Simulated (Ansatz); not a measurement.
Basis sets compared for the cluster W6⁺. Total charge 1; doublet. Geometry PBE-D4/def2-SVP. Ansatz on 4 threads of Arm Neoverse V1 on a shared host; times are rough, and most runs start from earlier orbitals.

| atom | x (Å) | y (Å) | z (Å) |
| --- | --- | --- | --- |
| W1 | -1.2728 | -0.4840 | 0.6836 |
| W2 | 0.9647 | -0.3062 | 1.5527 |
| W3 | -1.0351 | -0.7281 | -1.7453 |
| W4 | 0.5291 | 1.0495 | -0.9698 |
| W5 | -0.3009 | 1.7438 | 1.2313 |
| W6 | 1.1151 | -1.2750 | -0.7526 |

In the def2 sets W takes a core potential; there is no spin–orbit coupling. At PBE0-D4/def2-SVP, PBE0-D4/def2-TZVP the charge 1 doublet is spin-contaminated (final ⟨S²⟩ up to 0.92, 0.75 for a pure state). No other spin state of charge 1 was run. The structure comes from a short search, and lower isomers may exist.

```csv
level,functions,energy (Eh),HOMO (eV),LUMO (eV),wall time
PBE-D4/def2-SVP,192,-402.5258,-7.43,-7.12,22 s
PBE0-D4/def2-SVP,192,-402.0914,-8.04,-6.28,75 s
```

(1) Estimate the rows for PBE-D4/def2-TZVP (with forces), PBE0-D4/def2-TZVP.

Results:

(1) 
```json
{"level": "PBE-D4/def2-TZVP (with forces)", "functions": "240", "energy (Eh)": "-402.6046", "HOMO (eV)": "-7.39", "LUMO (eV)": "-7.09", "wall time": "35 s"}
{"level": "PBE0-D4/def2-TZVP", "functions": "240", "energy (Eh)": "-402.1817", "HOMO (eV)": "-7.99", "LUMO (eV)": "-6.21", "wall time": "2.7 min"}
```
